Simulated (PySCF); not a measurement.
## Assigning NMR signals

Geometry:
```json
{"atom": "C1", "x (Å)": "2.864", "y (Å)": "-0.330", "z (Å)": "-0.368"}
{"atom": "N2", "x (Å)": "1.708", "y (Å)": "-0.794", "z (Å)": "-0.507"}
{"atom": "C3", "x (Å)": "0.544", "y (Å)": "-0.192", "z (Å)": "-0.100"}
{"atom": "C4", "x (Å)": "0.189", "y (Å)": "1.058", "z (Å)": "-0.448"}
{"atom": "Si5", "x (Å)": "-1.576", "y (Å)": "1.571", "z (Å)": "-0.136"}
{"atom": "O6", "x (Å)": "-2.347", "y (Å)": "0.115", "z (Å)": "0.016"}
{"atom": "C7", "x (Å)": "-1.825", "y (Å)": "-1.083", "z (Å)": "0.218"}
{"atom": "O8", "x (Å)": "-2.477", "y (Å)": "-2.080", "z (Å)": "0.097"}
{"atom": "C9", "x (Å)": "-0.370", "y (Å)": "-1.111", "z (Å)": "0.664"}
{"atom": "H10", "x (Å)": "3.689", "y (Å)": "-0.876", "z (Å)": "-0.802"}
{"atom": "H11", "x (Å)": "3.097", "y (Å)": "0.586", "z (Å)": "0.181"}
{"atom": "H12", "x (Å)": "0.892", "y (Å)": "1.654", "z (Å)": "-1.012"}
{"atom": "H13", "x (Å)": "-2.259", "y (Å)": "2.177", "z (Å)": "-1.268"}
{"atom": "H14", "x (Å)": "-1.755", "y (Å)": "2.265", "z (Å)": "1.139"}
{"atom": "H15", "x (Å)": "-0.374", "y (Å)": "-0.813", "z (Å)": "1.718"}
{"atom": "H16", "x (Å)": "-0.009", "y (Å)": "-2.138", "z (Å)": "0.596"}
```

Fast rotation and ring inversion assumed for equivalent nuclei, in vacuum, a single conformation, relativity neglected. GFN2-xTB geometry; σ from GIAO-PBE0/pcSseg-1; PySCF.

Scale: TMS for $^{13}$C (σ = 186.93 ppm) and $^{1}$H (σ = 31.72 ppm) (reference shieldings calculated alike).

Problem. Assign these signals to the numbered atoms. $^{13}$C{$^{1}$H} NMR (computed): δ 170.7, 168.8, 151.4, 94.1, 43.8.

Solution. 
| δ (ppm) | atoms | environment | reason |
| --- | --- | --- | --- |
| 170.7 | C3 | fully substituted alkene carbon | – |
| 168.8 | C7 | carbonyl carbon | – |
| 151.4 | C1 | C=N carbon | – |
| 94.1 | C4 | alkene CH | – |
| 43.8 | C9 | sp3 CH2 α to a carbonyl | the adjacent C=O deshields it moderately |

C3 and C7 lie closer than the usual error of such a calculation, so a measured spectrum could show them in the other order.

Problem. Assign these signals to the numbered atoms. $^{1}$H NMR (400 MHz, computed): δ 7.64 (d, 1H), 7.08 (d, 1H), 5.47 (m, 2H), 4.50 (t, 1H), 3.27 (s, 2H).

Solution. 
7.64 → H11, hydrogen on a C=N carbon
7.08 → H10, hydrogen on a C=N carbon
5.47 → H13/H14, hydrogen on a silicon bonded to C, O, in a 6-membered ring
4.50 → H12, hydrogen on an alkene CH: attached to an sp2 carbon and in the plane of the double bond
3.27 → H15/H16, hydrogen on an sp3 CH2 α to a carbonyl

Shifts are as computed. Against solution values, carbons near 30 ppm lie about +3 ppm off and those near 130 ppm about +5 ppm. Of 1309 compounds with measured shifts, 239 miss one by over three times the rms of a fit or turn the order of signals round; such compounds aren't used in these exercises. Multiplicities follow the n + 1 count of equivalent neighbours, as no J values were calculated; m marks all less simple cases, F and P coupling included.
